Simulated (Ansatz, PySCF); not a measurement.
Species: HSO, charge 0, multiplicity 2. SMILES: [O]S
Geometry: optimised at B3LYP-D3(BJ)/def2-TZVP (Ansatz, a first-principles code).

Wanted: size of the dipole moment, in D. Terms: LANL2DZ with its own core potentials from Na on; 6-311+G** with 5d, 6d on Na to Ar in Ansatz; no dispersion term unless named; non-relativistic; 6-31G* and kin with 6d, 5d where marked; open shells spin-unrestricted; no spin-orbit coupling. Ab initio and DFT rows: single points at B3LYP-D3(BJ) geometries (Ansatz).

| level | program | size of the dipole moment (D) |
|---|---|---|
| PBE/3-21G | Ansatz | 1.98 |
| PBE/LANL2DZ | Ansatz | 2.75 |
| PBE/def2-SVP | Ansatz | 2.27 |
| BLYP/6-31G* | Ansatz | 2.15 |
| BP86/def2-SVP | PySCF | 2.28 |
| BP86/6-31G* (5d) | PySCF | 2.17 |
| B3LYP/STO-3G | Ansatz | 1.33 |
| B3LYP/6-31G | Ansatz | 2.53 |
| B3LYP/6-31G* | Ansatz | 2.28 |
| B3LYP/6-31G** | Ansatz | 2.28 |
| B3LYP/6-311+G** | Ansatz | 2.65 |
| M06-2X/6-31G* (5d) | PySCF | 2.39 |
| M06-2X/6-311+G** | PySCF | 2.75 |

No value to compare with is used here. The 13 habitual levels span 1.33 (B3LYP/STO-3G) to 2.75 D (M06-2X/6-311+G**).

The levels are drawn from those run, B3LYP/6-31G* more often than the rest, none by its result; left out are runs that failed, that the program found above a lower state of the same kind, or whose <S^2> lies over 0.5 above the pure value.
